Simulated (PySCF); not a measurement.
Work out the structure from these simulated measurements.

Formula: C6H8O3S.

| Property | Result |
| --- | --- |
| 13C NMR | chemical shifts (computed TMS as zero) by class: 159.2 (1 C), 158.3 (1 C), 143.5 (1 C), 136.9 (1 C), 54.4 (1 C), 15.8 (1 C) ppm [GIAO PBE0/pcSseg-1] |
| Dipole | 4.21 D [PBE0/pcSseg-1] |
| 1H NMR | chemical shifts (computed TMS as zero) by class: 7.19 (1 H), 7.14 (1 H), 6.75 (1 H), 4.72 (1 H), 3.58 (1 H), 1.48 (3 H) ppm [GIAO PBE0/pcSseg-1] |
| Rotational structure | rotational constants A, B, C: 2.134, 0.980, 0.808 GHz [GFN2-xTB] |
| NMR, other nuclei | isotropic shieldings of nuclei other than C and H, by class: 97 (1 O), 108 (1 O), 113 (1 O), 202 (1 S) ppm [GIAO PBE0/pcSseg-1] |

Gas-phase values; electronic properties from PySCF, density fitting. Levels stand in brackets. The structure is a single GFN2-xTB conformer in the gas phase; no vibrational or solvent corrections. Each NMR value is the plain mean over a class of atoms that symmetry, rotation or inversion makes alike.

Task: Propose a structure and show how it fits.

Result: Numbering: `[CH3:1][C@@H:2]1[CH:3]=[CH:4][CH:5]=[C:6]1[S:7](=[O:8])(=[O:9])[OH:10]`. 6 carbons fall into 6 classes; from least to most shielded: fully substituted alkene carbon [C6] (159.2 ppm), alkene CH carbon [C3] (158.3 ppm), alkene CH carbon [C5] (143.5 ppm), alkene CH carbon [C4] (136.9 ppm), allylic carbon [C2] (54.4 ppm), methyl carbon [C1] (15.8 ppm). Hydrogen classes from least to most shielded: 1 H on an alkene CH carbon, C5 (7.19 ppm), 1 H on an alkene CH carbon, C3 (7.14 ppm), 1 H on an alkene CH carbon, C4 (6.75 ppm), 1 H on a hydroxyl oxygen, O10 (4.72 ppm), 1 H on an allylic carbon, C2 (3.58 ppm), 3 H on a methyl carbon, C1 (1.48 ppm, a mean of values up to 1.8 ppm apart in this geometry). The other shieldings belong to: 97 ppm, sulfonyl oxygen [O9]; 108 ppm, sulfonyl oxygen [O8]; 113 ppm, hydroxyl oxygen [O10]; 202 ppm, sulfonyl sulfur [S7]. The optimised geometry has point group C1 and is an asymmetric top. Structure: `C[C@@H]1C=CC=C1S(=O)(=O)O`. Computed isomers that give other values at the same levels: `C=C/C=C\C(=C)S(=O)(=O)O` (13C chemical shifts (computed TMS as zero) by class: 152.3 (1 C), 146.1 (1 C), 140.5 (1 C), 131.6 (1 C), 130.1 (1 C), 126.7 (1 C) ppm). The assignments are read from this structure; whether some other isomer fits the data as well wasn't checked. The mirror image fits equally.

Shape of the structure used: `[CH3:1][C@@H:2]1[CH:3]=[CH:4][CH:5]=[C:6]1[S:7](=[O:8])(=[O:9])[OH:10]`: C5–C6–S7–O8 21°, H–O10–S7–C6 115°.
